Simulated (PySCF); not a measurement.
Species: C₈H₁₁FP (charge +1).
SMILES with atom numbers: `[CH2:1]=[CH:2][C:3]1=[C:4]([CH3:5])[PH2+:6][C:7]([CH3:8])=[C:9]1[F:10]`

Definitions: NICS(0) = −σiso at the ring centroid; NICS(1) = −σiso and NICS(1)zz = −σzz at ±1 Å along the ring normal z. Level: GIAO PBE0/pcSseg-1 (PySCF, non-relativistic, gas phase) on the GFN2-xTB geometry, one conformer.

Ring bond lengths (Å), with Mayer bond orders in brackets: C3–C4 1.371 (1.58), C4–P6 1.788 (0.98), P6–C7 1.788 (0.97), C7–C9 1.355 (1.67), C9–C3 1.479 (1.01).

Q: What do the NICS probes read (ppm)?

A: 
```csv
ring,type,NICS(0),"NICS(1), two faces","NICS(1)zz, two faces",rms pucker (Å),"centre to ring atoms, mean (Å)"
C3–C4–P6–C7–C9,"5-membered ring with P; formal bonds 2 double, 3 single",-2.6,-2.5 / -2.5,3.0 / 3.0,0.00,1.32
```

Q: What can be read from them?

A: 
- C3–C4–P6–C7–C9: mean NICS(1)zz 3.0 ppm, near zero. P6 has four or more neighbours, so the value isn't read as a sign of a π ring current.

Conformer computed: `[CH2:1]=[CH:2][C:3]1=[C:4]([CH3:5])[PH2+:6][C:7]([CH3:8])=[C:9]1[F:10]`: C1–C2–C3–C4 -177°.
